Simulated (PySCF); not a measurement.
**Ionisation energy of Re²⁺ by level of theory**

Re²⁺ [Xe] 4f14 5d5 (6S) → Re³⁺ [Xe] 4f14 5d4 (5D), as a difference of total energies. Computed with PySCF 2.14 in aug-cc-pVTZ-PP with one added diffuse shell each of s, p, d, f, g type with ECP60MDF (7s7p6d4f3g, 113 functions), with scalar relativity through the core potential. Correlated levels: valence: 5s2 5p6 frozen. The calculations carry no spin-orbit coupling.

```json
{"method": "UHF", "ionisation energy (eV)": "27.243"}
{"method": "LDA", "ionisation energy (eV)": "28.563"}
{"method": "PBE", "ionisation energy (eV)": "28.390"}
{"method": "PBE0", "ionisation energy (eV)": "28.321"}
{"method": "r2SCAN", "ionisation energy (eV)": "28.357"}
{"method": "revPBE", "ionisation energy (eV)": "28.328"}
{"method": "M06-L", "ionisation energy (eV)": "28.048"}
{"method": "TPSS", "ionisation energy (eV)": "28.130"}
{"method": "MP2 (valence)", "ionisation energy (eV)": "27.830"}
{"method": "SCS-MP2 (valence)", "ionisation energy (eV)": "27.439"}
```

Q: How much does correlation contribute at MP2 (valence)?

A: 27.830 − (27.243) = 0.587 eV, measured against UHF.

The reference lies between the lowest fine-structure levels, while these numbers refer to the centres of the terms.

Errors of the correlated levels include the incompleteness of this basis and the frozen core.

For comparison: 27 ± 1.6 eV (theoretical estimate listed by NIST; NIST Atomic Spectra Database, ionization energies).
